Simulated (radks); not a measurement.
Question: Numerical settings for neutral iron, [Ar] 3d6 4s2. Calculated with a radial shooting solver on a logarithmic mesh with Libxc functionals: scalar-relativistic Kohn-Sham, r2SCAN, spin-polarised, spherical densities, finite nucleus; open shells are filled with parallel spins first; meta-GGA in the generalised Kohn-Sham scheme; Fermi nuclear charge, rms radius 3.7377 fm. The defaults (mesh step 0.008 in ln r, mesh end at 40 bohr or more with all orbitals vanishing there, Anderson mixing 0.5 over 9 steps, residual threshold near 1e-9 with the energy settled to 1e-9 hartree or 1e-11 of itself, here a cap of 87 iterations) give E = -1272.812 hartree and 3d at -4.501 eV in 15 iterations. Times are rough (one thread of a shared host). One setting is changed at a time: mesh step in ln r 0.12; mesh step in ln r 0.08; mesh step in ln r 0.003; mesh end (bohr) 3; mesh end (bohr) 400; residual threshold 1e-05; residual threshold 0.001; mixing 0.2; linear mixing, mixing 0.05; linear mixing, mixing 0.8; mixing history 2; iteration cap 3. Which runs fail to converge, and which converge to a wrong energy?

Answer: Not converged within the cap: mesh step in ln r 0.12; linear mixing, mixing 0.05; linear mixing, mixing 0.8; iteration cap 3. Settled on a wrong energy, with an occupied level pushed above zero by the early mesh end: mesh end (bohr) 3 (+1.4 hartree). Apart from these: no run marked as converged misses the energy by more than 1 mhartree.
